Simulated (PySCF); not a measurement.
A species of formula C6H12P2 has this rotational fingerprint, computed with PBE0/pcSseg-1 in PySCF (dipole) on a GFN2-xTB geometry, gas phase:

| Property | Result |
| --- | --- |
| Rotational constants | A = 3893, B = 590.4, C = 566.1 MHz |
| Dipole components | \|μa\| = 1.67 D, \|μb\| = 0.04 D, \|μc\| = 0.56 D |
| Inertial defect | -92.99 u·Å² |
| κ | -0.99 |

Question: Which structure is it? (One computed conformer of each.)
A. `[CH3:1][C:2]1=[CH:3][P:4]1[CH2:5][P:6]([CH3:7])[CH3:8]` with C3–P4–C5–P6 31°, P4–C5–P6–C7 171°
B. `[PH2:1][CH2:2][PH:3][C:4]1=[CH:5][CH2:6][CH2:7][CH2:8]1` with H–P1–C2–P3 -44° and 48°, P1–C2–P3–C4 -168°, C2–P3–C4–C5 114°, C4–C5–C6–C7 13°, C5–C6–C7–C8 -21°, C6–C7–C8–C4 21°, P3–C4–C8–C7 172°
C. `[CH3:1][P:2]([CH3:3])[P:4]1[CH:5]=[CH:6][CH2:7][CH2:8]1` with C1–P2–P4–C5 -74°, P2–P4–C5–C6 -86°, C5–C6–C7–C8 -18°, C6–C7–C8–P4 24°, P2–P4–C8–C7 77°
D. `[CH2:1]=[P@:2]1([PH2:3])[CH2:4][CH:5]=[C:6]([CH3:7])[CH2:8]1` with C1–P2–P3–H -67° and 26°, C1–P2–C4–C5 -95°, P2–C4–C5–C6 -18°, C5–C6–C8–P2 18°, C1–P2–C8–C6 115°
E. `[CH3:1][P:2]([PH2:3])[C:4]1=[CH:5][CH2:6][CH2:7][CH2:8]1` with C1–P2–P3–H 175° and 83°, C1–P2–C4–C5 115°, C4–C5–C6–C7 -12°, C5–C6–C7–C8 18°, C6–C7–C8–C4 -18°, P2–C4–C8–C7 -165°

Answer: B. It is PCPC1=CCCC1, a near-prolate asymmetric top, point group C1. The candidates at the same level (rigid rotor, commonest isotopes):

| SMILES | A (MHz) | B (MHz) | C (MHz) | μa (D) | μb (D) | μc (D) | Δ (u·Å²) | point group | rotor |
| --- | --- | --- | --- | --- | --- | --- | --- | --- | --- |
| PCPC1=CCCC1 | 3893 | 590.4 | 566.1 | 1.67 | 0.04 | 0.56 | -92.99 | C1 | near-prolate asymmetric top |
| CC1=CP1CP(C)C | 2619 | 829.9 | 765.2 | 0.17 | 1.19 | 0.02 | -141.57 | C1 | near-prolate asymmetric top |
| C=[P@]1(P)CC=C(C)C1 | 2501 | 907.3 | 870.4 | 1.29 | 1.84 | 0.19 | -178.45 | C1 | near-prolate asymmetric top |
| CP(C)P1C=CCC1 | 2495 | 1080 | 944.4 | 0.27 | 0.01 | 0.47 | -135.46 | C1 | asymmetric top |
| CP(P)C1=CCCC1 | 2533 | 915.6 | 741.4 | 0.73 | 0.36 | 0.42 | -69.79 | C1 | asymmetric top |

`CP(P)C1=CCCC1` has B 55 % too high; `CP(C)P1C=CCC1` has B 83 % too high; `C=[P@]1(P)CC=C(C)C1` has C 54 % too high; `CC1=CP1CP(C)C` has B 41 % too high. No structure here is proved a minimum.
